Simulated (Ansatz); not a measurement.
Reaction (redistribution): `[SiH3][SiH2][SiH2][SiH2][GeH2][SiH3]` + `[OH][GeH3]` → `[SiH3][SiH2][SiH2][SiH2][GeH3]` + `[OH][GeH2][SiH3]`

Program: Ansatz. Geometries: PBE0-D4/def2-TZVP. ΔE: electronic, gas phase. CBS: MP2 limit from def2 TZ/QZ plus the TZ coupled-cluster correction, frozen cores. Functionals use def2-TZVPP. B3LYP here is the variant with VWN-RPA as its local correlation; programs differ in this. For Ge outer-core shells are correlated without core-valence functions, which leaves a few kJ/mol of doubt a bond. Scalar relativity is left out up to krypton. Each species was taken in one conformer, which may not be the lowest.

`[SiH3][SiH2][SiH2][SiH2][GeH2][SiH3]`:

Cartesian coordinates in Å:
```
Si 1.433 2.187 -0.498
Si 0.376 1.565 1.493
Si 1.076 -0.583 2.092
Si 0.688 -2.030 0.298
Ge -1.553 -1.799 -0.482
Si -1.840 -0.009 -2.026
H 2.886 2.379 -0.246
H 0.868 3.446 -1.052
H 1.276 1.108 -1.511
H -1.101 1.543 1.298
H 0.689 2.553 2.564
H 2.526 -0.562 2.438
H 0.316 -1.064 3.279
H 0.926 -3.442 0.712
H 1.625 -1.711 -0.815
H -1.985 -3.104 -1.180
H -2.493 -1.595 0.723
H -0.878 -0.156 -3.149
H -1.612 1.304 -1.367
H -3.224 -0.030 -2.571
```

`[OH][GeH3]`:

Z-matrix (Å, degrees):
```
Ge
O 1 1.783
H 1 1.531 2 104.3
H 1 1.541 2 109.9 3 119.6
H 1 1.541 2 109.9 3 -119.6
H 2 0.959 1 112.7 3 180.0
```

`[SiH3][SiH2][SiH2][SiH2][GeH3]`:

```xyz
17

Si    2.547    0.554    0.452
Si    1.123    0.847   -1.380
Si   -0.997    1.485   -0.625
Si   -1.669   -0.012    1.039
Ge   -1.404   -2.247    0.265
H     3.917    0.171    0.018
H     2.628    1.815    1.237
H     2.008   -0.517    1.333
H     1.002   -0.442   -2.117
H     1.686    1.866   -2.311
H    -0.941    2.872   -0.085
H    -1.978    1.456   -1.747
H    -3.088    0.219    1.430
H    -0.816    0.185    2.244
H    -2.208   -2.462   -1.029
H    -1.886   -3.264    1.313
H     0.078   -2.527   -0.039
```

`[OH][GeH2][SiH3]`:

Z-matrix (Å, degrees):
```
Ge
Si 1 2.389
O 1 1.791 2 109.9
H 1 1.536 2 113.0 3 115.2
H 1 1.546 2 111.3 3 -121.0
H 2 1.488 1 110.2 3 177.8
H 2 1.488 1 109.3 3 58.3
H 2 1.486 1 110.4 3 -61.5
H 3 0.960 1 112.4 2 -65.1
```

| level | ΔE (kJ/mol) | difference from CCSD(T)/CBS |
| --- | --- | --- |
| LDA (SPW92) | 11.2 | -2.2 |
| PBE-D4 | 10.7 | -2.7 |
| revPBE-D4 | 11.3 | -2.1 |
| BLYP-D4 | 11.1 | -2.3 |
| r2SCAN-D4 | 10.6 | -2.8 |
| PBE0-D4 | 12.5 | -0.9 |
| B3LYP-D4 | 12.3 | -1.1 |
| r2SCANh-D4 | 11.4 | -2.0 |
| r2SCAN0-D4 | 12.4 | -1.0 |
| BHLYP-D4 | 14.1 | 0.7 |
| ωB97X-V | 11.1 | -2.3 |
| ωB97M-V | 12.4 | -1.0 |
| PBE-QIDH | 11.4 | -2.0 |
| PBE | 4.2 | -9.2 |
| revPBE | -0.2 | -13.6 |
| BLYP | -0.9 | -14.3 |
| r2SCAN | 8.2 | -5.2 |
| PBE0 | 6.3 | -7.1 |
| B3LYP | 2.1 | -11.3 |
| r2SCANh | 8.7 | -4.7 |
| r2SCAN0 | 9.5 | -3.9 |
| BHLYP | 4.8 | -8.6 |
| CAM-B3LYP | 4.3 | -9.1 |
| LC-ωPBE | 6.6 | -6.8 |
| RPA@PBE/def2-TZVPP | 11.6 | -1.8 |
| HF/def2-SVP | 6.1 | -7.3 |
| MP2/def2-SVP | 17.4 | 4.0 |
| CCSD/def2-SVP | 13.7 | 0.3 |
| CCSD(T)/def2-SVP | 14.8 | 1.4 |
| HF/def2-TZVPP | 3.1 | -10.3 |
| MP2/def2-TZVPP | 15.7 | 2.3 |
| SCS-MP2/def2-TZVPP | 12.6 | -0.8 |
| CCSD/def2-TZVPP | 11.1 | -2.3 |
| CCSD(T)/def2-TZVPP | 12.7 | -0.7 |
| HF/def2-QZVPP | 2.9 | -10.5 |
| MP2/def2-QZVPP | 16.0 | 2.6 |
| SCS-MP2/def2-QZVPP | 12.8 | -0.6 |
| HF/CBS(def2) | 2.8 | -10.6 |
| MP2/CBS(def2) | 16.4 | 3.0 |
| CCSD/CBS(def2) | 11.8 | -1.6 |
| CCSD(T)/CBS | 13.4 | 0 |

Largest T1 diagnostic among the species: 0.013.

Leaving LDA and LC-ωPBE aside and taking each functional with its dispersion term where it has one, the values, not all of them listed here, spread over 6.8 kJ/mol, from B2PLYP to BHLYP-D4. LDA lies +7.0 kJ/mol from PBE without D4. The D4 term adds +10.1 kJ/mol with B3LYP and +6.3 kJ/mol with PBE0; it sums over pairs of atoms, weighted by their polarisabilities, and B3LYP, whose exchange is more repulsive, gets the larger term.
